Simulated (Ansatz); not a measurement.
Isolated molecules relaxed with PBE0-D4/def2-TZVP in Ansatz; ΔE leaves out vibrations. CBS: MP2 limit from def2 TZ/QZ plus the TZ coupled-cluster correction, frozen cores. Functionals use def2-TZVPP. B3LYP here is the variant with VWN-RPA as its local correlation; programs differ in this. def2 core potentials past Kr. For Ga, I outer-core shells are correlated without core-valence functions, which leaves a few kJ/mol of doubt a bond. Scalar relativity is left out up to krypton.

Consider the formal exchange of groups at a Ga–F bond: `[F][Ga]([F])[I]` + `FC1C=CC1(F)F` → `[F][GaH][I]` + `FC1=CC(F)(F)C1F`.

```tsv
level	ΔE (kcal/mol)	difference from CCSD(T)/CBS
LDA (SPW92)	25.7	-9.2
PBE-D4	29.4	-5.5
BLYP-D4	31.6	-3.3
B97M-V	30.6	-4.3
B3LYP	32.2	-2.7
r2SCANh	31.8	-3.1
CAM-B3LYP	32.2	-2.7
CCSD(T)/def2-SVP	34.8	-0.1
CCSD(T)/def2-TZVPP	35.0	0.1
MP2/def2-QZVPP	37.1	2.2
CCSD(T)/CBS	34.9	0
```

Largest T1 diagnostic among the species: 0.013.

From BLYP to BHLYP (50 % exact exchange), in def2-TZVPP and without D4, ΔE moves by +1.7 kcal/mol. Leaving LDA and LC-ωPBE aside and taking each functional with its dispersion term where it has one, the values, not all of them listed here, spread over 5.0 kcal/mol, from PBE-D4 to B2PLYP. LDA lies −3.8 kcal/mol from PBE without D4.
